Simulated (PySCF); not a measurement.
HfO₂ (SMILES [O]=[Hf]=[O]), singlet, at a GFN2-xTB geometry (such geometries of metal compounds can be far from the true shape) (core potentials on Hf). Base run: PBE0/def2-SVP (PySCF).

Here is a job for PySCF.
```python
from pyscf import gto, scf, dft

mol = gto.M(
    atom='''
Hf    0.116432   -0.001317    0.137214
O     0.592680    0.257896   -1.562544
O    -1.640565   -0.246040    0.327621
''',
    basis='def2-svp',
    ecp={'Hf': 'def2-svp'},
    charge=0,
    spin=0,
    verbose=4,
)

mf = dft.RKS(mol)
mf.xc = 'pbe0'
mf.kernel()
```

The base run was repeated with changes; each row names its change, and settings that it needs were set with it.

```
change                            ΔE vs base (mEh)  grid points  electrons on the grid
--------------------------------  ----------------  -----------  ---------------------
base                                         0.000        51960               28.00000
grids.atom_grid = (30, 110)                 -1.544         7320               27.99995
grids.level = 0                             31.740         5400               27.98722
grids.level = 7                             -0.002       270272               28.00000
grids.radi_method = mura_knowles             0.000        46608               28.00000
grids.atom_grid = (75, 302)                  0.015        41640               27.99996
grids.level = 4                             -0.002        90976               28.00000
grids.atom_grid = (150, 974)                -0.002       228504               28.00000
grids.prune = off                            0.000        88704               28.00000
grids.level = 2                              0.015        37792               27.99996
grids.level = 1                             -0.021        19200               28.00010
```
